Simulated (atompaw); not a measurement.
PBEsol PAW (atompaw) dataset for Al (Z = 13), non-relativistic all-electron reference.

The input file (atompaw 4.2.0.5):

```
Al 13
GGA-PBESOL loggrid 1500 logderivrange -3 5 201
3 3 0 0 0 0
3 1 1
0 0 0
c
c
v
c
v
1
2.15 2.00 1.55 1.75
y
0.2
n
y
0.55
n
bloechl sinc
2 0 troulliermartins
PWSCFOUT
UPFDX 0.0125d0 UPFXMIN -7.d0 UPFZMESH 13.d0
END
```

Command:

```bash
atompaw < Al.input > Al.log
```

Resulting log (summary file):

```
Completed calculations for Al (AE)

 Exchange-correlation type: GGA, Perdew-Burke-Ernzerhof modified (PBEsol)

 Radial integration grid is logarithmic
 r0 =   6.0512684E-04 h =   7.8666489E-03   n =      1500 rmax =   8.0000000E+01

 Non-relativistic calculation

 AEatom converged in  31 iterations
   nz     =  13.00
   delta  =       1.568884956995E-17

 All Electron Orbital energies:
  n  l      occupancy      energy
  1  0      2.0000000E+00 -1.1057029E+02
  2  0      2.0000000E+00 -7.8938237E+00
  3  0      2.0000000E+00 -5.6538407E-01
  2  1      6.0000000E+00 -5.1140079E+00
  3  1      1.0000000E+00 -1.9825186E-01

 Total energy
   Total                    :     -483.47725688647785

 ---
 Completed calculations for Al (SC)

 Exchange-correlation type: GGA, Perdew-Burke-Ernzerhof modified (PBEsol)

 Radial integration grid is logarithmic
 r0 =   6.0512684E-04 h =   7.8666489E-03   n =      1500 rmax =   8.0000000E+01

 Non-relativistic calculation

 SCatom converged in   1 iterations
   nz     =  13.00
   delta  =       3.406658430126E-19

 Valence Electron Orbital energies:
  n  l      occupancy      energy
   3  0      2.0000000E+00 -5.6538407E-01
   3  1      1.0000000E+00 -1.9825186E-01

 Total energy
   Total                    :     -483.47725688649632
   Valence                  :      -38.13170093172955

 PAW parameters:
       lmax =            1
         rc =    2.1618460066300975
        irc =         1041
   rc_shape =    2.0140389085132249
    rc_vloc =    1.5534117456204628
    rc_core =    1.7618529891106398
   Vloc: Norm-conserving Troullier-Martins with l= 2;e=   0.0000E+00
   Projector type: Bloechl + Gram-Schmidt ortho.
   Sinc^2 compensation charge shape zeroed at   2.0140E+00

 Number of basis functions     4
 No.   n  nodes  l      Energy         Cp coeff         Occ
  1    3    2    0   -0.5653841E+00 -0.1100396E+02  0.2000000E+01
  2  999    3    0    0.2000000E+00  0.1531607E+01  0.0000000E+00
  3    3    1    1   -0.1982519E+00 -0.7409789E+01  0.1000000E+01
  4  999    2    1    0.5500000E+00  0.1064196E+02  0.0000000E+00

 Eigenvalues of overlap operator (in the basis of projectors):
    1        4.03410900E-03
    2        9.35746974E-03
    3        1.39210250E+00
    4        5.09552048E+00

 Orbital leakage outside PAW augmentation regions
   orb  is_core?  %out_of_sphere
   1 0    T           0.00
   2 0    T           0.03
   3 0    F          60.75
   2 1    T           0.10
   3 1    F          80.48

 Summary of PAW energies
   Total valence energy     :    -38.13170089820730
   Smooth energy            :      1.59892156772510
   One center               :    -39.73062246593241
   Smooth kinetic           :      1.38842235985307
   Vloc energy              :     -1.36408113358766
   Smooth exch-corr         :     -1.86868947728067
   One-center xc            :    -33.90056383235280
```

Note: ghost state, extra bound levels that the all-electron valence spectrum of the same l lacks: s at -11.0 eV. A true bound ghost makes a file unfit for plane-wave use.

The run took about 0.53 s on one core of a shared server CPU.
